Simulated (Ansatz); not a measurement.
As₃P₂⁺, relaxed as a singlet with RKS PBE-D4/def2-SVP in Ansatz, starting from the GFN1-xTB geometry. Force threshold 0.02 eV/Å.

Another isomer (singlet) lies 0.20 eV lower at PBE0-D4/def2-TZVP; other spin states weren't run for this one.

Start:

```xyz
5

P    -1.008    0.629    0.668
P    -0.817   -1.284   -0.499
As   -0.179    0.619   -1.589
As    0.665   -1.007    1.218
As    1.338    1.044    0.202
```

(1) Estimate the energy that the relaxation releases and the steps that it takes.

(2) Does the start keep its bonding and symmetry?

(3) Predict the relaxed structure.

## Answers

(1) 4.1 kcal/mol, in 4 steps; 4.8 s on 4 threads of Arm Neoverse V1 on a shared host. No frequencies were taken in this run, so the end may be a saddle point.

(2) By distances, no bond broke or formed. The bond that changes most is P1–As5, from 2.43 to 2.54 Å (atoms count from 1). Point group Cs at the start, Cs at the end, both within 0.05 Å.

(3) 
```csv
atom,x (Å),y (Å),z (Å)
P1,-1.0595,0.6550,0.6984
P2,-0.8437,-1.3324,-0.5183
As3,-0.1740,0.6249,-1.6163
As4,0.6827,-1.0252,1.2313
As5,1.3945,1.0777,0.2049
```
Bond lengths: 5 × As–P 2.34 to 2.54 Å; 2 × As–As 2.45 Å; 1 × P–P 2.34 Å.
